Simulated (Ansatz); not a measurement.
Isolated molecules relaxed with PBE0-D4/def2-TZVP in Ansatz; ΔE leaves out vibrations. CCSD(T)/CBS adds triple-zeta CCSD(T) − MP2 to the extrapolated MP2 energy (def2 sets, frozen cores). DFT in def2-TZVPP. B3LYP here is the variant with VWN-RPA as its local correlation; programs differ in this. Each species was taken in one conformer, which may not be the lowest.

`C[SiH]1CO[SiH2]1` → `C=C[SiH2]O[SiH3]`  (isomerisation)

`C[SiH]1CO[SiH2]1`:

Z-matrix (Å, degrees):
```
C
Si 1 1.871
H 1 1.092 2 110.8
H 1 1.092 2 110.7 3 -120.0
H 1 1.093 2 110.8 3 120.3
C 2 1.928 1 115.9 3 -48.4
Si 2 2.325 1 121.7 3 35.1
H 2 1.491 1 110.1 3 -179.0
O 6 1.446 2 101.3 1 116.4
H 6 1.095 2 114.1 1 -1.0
H 6 1.094 2 114.5 1 -125.8
H 7 1.492 2 120.9 1 0.8
H 7 1.490 2 121.6 1 140.8
```

`C=C[SiH2]O[SiH3]`:

Cartesian coordinates in Å:
```
C -0.230 1.109 -1.808
C 0.023 -0.196 -1.856
Si -0.055 -1.297 -0.368
O -0.452 -0.416 0.952
Si 0.108 0.409 2.245
H -0.176 1.743 -2.688
H -0.506 1.602 -0.880
H 0.291 -0.635 -2.816
H 1.262 -1.959 -0.152
H -1.086 -2.352 -0.552
H -0.706 0.055 3.434
H 1.533 0.069 2.499
H -0.007 1.868 1.989
```

| level | ΔE (kJ/mol) |
| --- | --- |
| PBE0-D4 | -97.5 |
| B3LYP-D4 | -136.7 |
| PBE0 | -97.7 |
| CCSD/CBS(def2) | -141.0 |

(1) What does CCSD(T)/CBS give? (An estimate is asked.)

Largest T1 diagnostic among the species: 0.012.

## Answers

(1) Computed: -135.4 kJ/mol. The listed levels differ from it by 37.9, -1.3, 37.7, -5.6 kJ/mol.

In def2-TZVPP, CCSD(T) changes the Hartree–Fock value by +49.6 kJ/mol (the triples alone add +5.5 kJ/mol) and MP2 by +49.3 kJ/mol. From PBE to PBE0 (25 % exact exchange), in def2-TZVPP and without D4, ΔE moves by −7.6 kJ/mol.
